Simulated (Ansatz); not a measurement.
Frontier orbitals of CH$_{6}$ClFSi$_{2}$ (`C[SiH](F)[SiH2]Cl`).

```xyz
11

C     1.122    0.795    1.026
Si   -0.279   -0.391    0.753
F    -1.533    0.039    1.666
Si   -0.961   -0.401   -1.493
Cl    0.725   -0.909   -2.582
H     1.450    0.774    2.068
H     0.831    1.817    0.774
H     1.970    0.517    0.394
H     0.107   -1.770    1.154
H    -2.014   -1.403   -1.793
H    -1.417    0.932   -1.967
```

Charge 0, multiplicity 1. All single points use the PBE0-D4/def2-TZVP geometry. It is one conformer, not always the lowest. Basis def2-TZVPP, the Gaussian-basis code of Ansatz.

Orbital energies of one run (eV). Highest occupied ones, from the top: -7.61, -8.61, -9.02, -9.47, -10.39, -10.62, -11.12, -11.39, -11.89, -12.21, -12.44, -14.26, -15.41, -19.69. Empty: -1.25, -0.32, 0.58, 0.80, 0.90, 1.21.

(1) Which functional gave them?
A. r2SCAN0
B. BLYP
C. HSE06 (plane-wave form)
D. LC-ωPBE

Answers

(1) C. HOMO energies: HSE06 -7.61, LC-ωPBE -10.61, BLYP -6.68, r2SCAN0 -8.19 eV.

LC-ωPBE has ω = 0.4 bohr⁻¹.
